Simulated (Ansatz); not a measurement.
Ca₄O₃, relaxed as a singlet with RKS r2SCAN-D4/def2-SVP in Ansatz, starting from the GFN2-xTB geometry. Force threshold 0.02 eV/Å.

The restricted singlet is unstable towards broken spin symmetry in Hartree–Fock (as tested in another run); at r2SCAN-D4/def2-SVP this wasn't settled. Another isomer (singlet) lies 1.12 eV lower at PBE0-D4/def2-TZVP; other spin states weren't run for this one.

Start:

```xyz
7

Ca   -1.496    1.726   -1.616
Ca    2.265   -1.859    1.097
Ca    0.846   -0.059   -0.779
Ca   -1.173   -0.322    1.799
O     0.590   -1.187    1.621
O     0.259    1.058   -2.243
O    -1.291    0.643    0.121
```

| step | energy (eV) | largest force component (eV/Å) | SCF passes |
| --- | --- | --- | --- |
| 1 | -79879.8792 | 3.482 | 23 |
| 2 | -79880.5818 | 1.478 | 29 |
| 3 | -79880.9197 | 0.637 | 29 |
| 4 | -79881.0606 | 0.411 | 29 |
| 5 | -79881.1576 | 0.309 | 29 |
| 6 | -79881.2170 | 0.343 | 30 |
| 7 | -79881.2692 | 0.487 | 28 |
| 8 | -79881.3114 | 0.264 | 28 |
| 9 | -79881.3162 | 0.045 | 22 |
| 10 | -79881.3162 | 0.033 | 23 |
| 11 | -79881.3164 | 0.016 | 22 |

Force components are those of the run's own axes.

End:

```xyz
7

Ca   -1.737    1.842   -1.581
Ca    2.090   -2.317    2.167
Ca    0.731    0.078   -0.948
Ca   -0.843   -0.499    1.779
O     1.023   -1.087    0.940
O    -0.023    1.343   -2.442
O    -1.240    0.640    0.084
```

By distances, no bond broke or formed, bridged metal pairs apart. The bond that changes most is Ca3–O5, from 2.66 to 2.24 Å (atoms count from 1). Metal–metal contacts that move far: Ca2–Ca3 2.96 to 4.16 Å.

No frequencies were taken in this run, so the end may be a saddle point.

Run time 42 s (4 threads of Arm Neoverse V2 on a shared host).
